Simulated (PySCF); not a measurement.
**Distorted geometries of Tl(SH)3**

Tl(SH)3 (singlet). PySCF 2.14.0, RKS r2SCAN, Tl def2-SVP with ECP60, S def2-SVP, H def2-SVP; non-relativistic Hamiltonian with scalar-relativistic core potentials where named; density fitting; no spin-orbit coupling. Relaxed geometry:

```xyz
7

Tl    0.0000    0.0000    0.5189
S     2.4225   -0.5195    0.5182
H     2.7568    0.7922    0.5214
S    -0.7614    2.3577    0.5182
H    -2.0644    1.9914    0.5214
S    -1.6611   -1.8382    0.5182
H    -0.6924   -2.7835    0.5214
```

Q: Order these distorted geometries by energy above the relaxed one, lowest first.
A.
```xyz
7

Tl    0.0562   -0.0410    0.4756
S     2.4577   -0.4374    0.4818
H     2.7461    0.9083    0.5787
S    -0.7732    2.0742    0.4857
H    -2.1044    1.9829    0.5483
S    -1.6770   -1.8307    0.5535
H    -0.7053   -2.6563    0.5141
```
B.
```xyz
7

Tl   -0.0904    0.0399    0.4062
S     2.5973   -0.3023    0.6888
H     2.9856    0.8352    0.5730
S    -0.9748    2.2312    0.4750
H    -2.0571    1.6761    0.5529
S    -1.8002   -1.7207    0.2961
H    -0.6605   -2.7593    0.6458
```
C.
```xyz
7

Tl   -0.0073    0.0907    0.6071
S     2.3736   -0.6136    0.5471
H     2.6829    0.7576    0.5022
S    -0.7224    2.4367    0.4551
H    -1.9562    2.0033    0.5297
S    -1.6690   -1.9369    0.5104
H    -0.7016   -2.7378    0.4860
```

A: C (0.34 eV), A (0.51 eV), B (1.57 eV).

Q: Which forces (eV/Å) act in the one that lies 1.57 eV up?

A: 
```
Tl   2.36 -0.99  0.14
S   -3.06 -5.51  0.40
H    1.43  5.43 -0.57
S    3.89  3.51 -0.30
H   -4.62 -1.97  0.31
S    2.55 -2.51  0.78
H   -2.54  2.06 -0.76
```
Forces carry noise of the integration grid, about 0.01 to 0.03 eV/Å.

No frequency check is given that shows the relaxed geometry to be a minimum.
